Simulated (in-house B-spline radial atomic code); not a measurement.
Ionisation energies along the 10-electron series, configuration [He] 2s2 2p6, as differences of self-consistent energies. Dirac energy differences include first-order Breit, QED and recoil terms. NIST's values go from ground level to ground level; the uncertainty of those that are theory runs from under 0.1 % in few-electron ions to several per cent in heavy many-electron ones. Computed with a B-spline radial code for spherical atoms: Dirac-Hartree-Fock, average of the configuration, finite nuclei.

```
  ion  configuration after  ionisation energy (eV)  IE/(q+1)² (eV)  Breit and QED recoil part (eV)  tabulated value (eV)  computed minus tabulated (eV)
Tc33+         [He] 2s2 2p5                  4539.6           3.927                         -4.7562                  4505                             35
Ru34+         [He] 2s2 2p5                  4796.5          3.9155                         -5.1564                  4758                             38
Rh35+         [He] 2s2 2p5                  5060.7          3.9048                         -5.5794                  5018                             43
Pd36+         [He] 2s2 2p5                       ?               ?                               ?                     ?                              ?
Ag37+         [He] 2s2 2p5                       ?               ?                               ?                     ?                              ?
Cd38+         [He] 2s2 2p5                  5897.3          3.8772                         -6.9898                  5839                             58
In39+         [He] 2s2 2p5                  6190.9          3.8693                         -7.5099                  6126                             65
Sn40+         [He] 2s2 2p5                  6492.0           3.862                         -8.0558                  6421                             71
Sb41+         [He] 2s2 2p5                  6800.6          3.8552                         -8.6289                  6714                             87
```

**Question.** Fill in the row of Pd36+.

**Answer.** ionisation energy (eV): 5332.2; IE/(q+1)² (eV): 3.8949; Breit and QED recoil part (eV): -6.0254; tabulated value (eV): 5284; computed minus tabulated (eV): 48.

**Question.** Fill in the row of Ag37+.

**Answer.** ionisation energy (eV): 5611.0; IE/(q+1)² (eV): 3.8858; Breit and QED recoil part (eV): -6.4956; tabulated value (eV): 5558; computed minus tabulated (eV): 53.

Where a p, d or f electron is removed, the computed value is a mean over both j, so it misses the tabulated one by a part of the spin-orbit splitting; averaging over terms and missing correlation add to the gap, relatively most at low charge.
